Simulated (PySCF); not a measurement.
Point-charge models of `C#C[P@+](C)([AlH3-])C1CC1` against its computed dipole.

Coordinates (PBE0-D3(BJ)/def2-SVP, Å) and charges (e) from the PBE0/pcSseg-1 density (PySCF):

```
atom       x       y       z  Mulliken      IAO  Hirshfeld  ESP-fitted
  C1  -0.741   3.057   1.109   -0.3365  -0.1682    -0.0648     -0.3179
  C2  -0.633   1.973   0.572   +0.0241  -0.2854    -0.0998     -0.1031
  P3  -0.516   0.356  -0.112   +0.3196  +0.8129    +0.3193     +0.3581
  C4  -1.192   0.538  -1.797   -0.4267  -0.6086    -0.1412     -0.6403
 Al5  -1.705  -1.406   1.172   +0.6225  +0.2418    +0.2336     +0.5955
  C6   1.260   0.103  -0.339   -0.4385  -0.3443    -0.0811     -0.1531
  C7   2.052  -0.530   0.775   -0.1849  -0.2686    -0.0749     -0.3635
  C8   1.772  -1.312  -0.464   -0.2003  -0.2743    -0.0762     -0.2012
  H9  -0.841   4.018   1.582   +0.0847  +0.2110    +0.1092     +0.3061
 H10  -1.096  -0.434  -2.302   +0.1698  +0.1729    +0.0614     +0.1899
 H11  -2.258   0.799  -1.730   +0.1763  +0.1767    +0.0623     +0.2225
 H12  -0.654   1.311  -2.363   +0.1588  +0.1623    +0.0535     +0.2074
 H13  -0.910  -1.388   2.565   -0.2536  -0.2074    -0.1868     -0.2874
 H14  -1.364  -2.604   0.148   -0.2648  -0.2203    -0.1904     -0.2897
 H15  -3.183  -0.787   1.103   -0.2517  -0.1993    -0.1888     -0.2904
 H16   1.754   0.878  -0.935   +0.1656  +0.1572    +0.0514     +0.1625
 H17   1.516  -0.810   1.686   +0.1728  +0.1655    +0.0519     +0.1648
 H18   3.061  -0.145   0.938   +0.1450  +0.1560    +0.0565     +0.1797
 H19   1.046  -2.128  -0.399   +0.1733  +0.1647    +0.0496     +0.1259
 H20   2.582  -1.476  -1.178   +0.1445  +0.1553    +0.0554     +0.1341
```

**Question.** What dipole does each set of charges give (1 e·Å = 4.803 D), and what does the density give?

**Answer.** The full density gives (2.97, 3.47, -2.78) D, 5.34 D in size; dipole vectors point from the negative to the positive end.

| scheme | μx | μy | μz | size (D) | share of the full size (%) | angle to the full dipole (°) |
| --- | --- | --- | --- | --- | --- | --- |
| Mulliken | 1.99 | -1.92 | -3.23 | 4.25 | 79 | 69 |
| IAO | 2.67 | 2.68 | -2.57 | 4.58 | 86 | 5 |
| Hirshfeld | 2.68 | 3.31 | -2.61 | 4.99 | 93 | 1 |
| ESP-fitted | 2.92 | 3.40 | -2.79 | 5.28 | 99 | 1 |

**Question.** Which set comes closest?

**Answer.** Length of the difference vector: ESP-fitted 0.08 D, Hirshfeld 0.37 D, IAO 0.87 D, Mulliken 5.49 D. Closest: ESP-fitted. ESP charges are fitted to the potential around the molecule, whose slowest-falling term is the dipole's. 

**Question.** What is left for the Hirshfeld atoms' own dipoles?

**Answer.** The shares of the density sum to the whole, so what Σ q r misses lies in dipoles about the nuclei. The atomic dipoles sum to (2.97, 3.47, -2.78) − (2.68, 3.31, -2.61) = (0.29, 0.16, -0.17) D, 0.37 D in size.

**Question.** With the origin at the mean of the coordinates, (-0.003, 0.001, 0.002) Å, which are the largest single terms, by size, of the ESP-fitted dipole along the direction of the full one?

**Answer.** Al5 -7.06, H15 +3.98, H13 +3.78, H14 +3.51, H9 +1.94 D; all 20 atoms together +5.28 D. The single terms depend on the origin, their sum doesn't.

**Question.** Give the size of the full dipole in other units.

**Answer.** 5.34 D = 2.103 au = 1.113 e·Å = 17.83 × 10⁻³⁰ C·m.

Isolated species at its PBE0-D3(BJ)/def2-SVP geometry (one conformer only).

These values come from a run that also computed NMR shieldings. Hardware: one thread, Arm Neoverse V2 (aarch64), no GPU, shared host. Cost: 39 s of wall time, 0.99 GiB resident at most.

Conformer computed: `[CH:1]#[C:2][P@+:3]([CH3:4])([AlH3-:5])[CH:6]1[CH2:7][CH2:8]1`: C2–P3–C6–C7 91°.
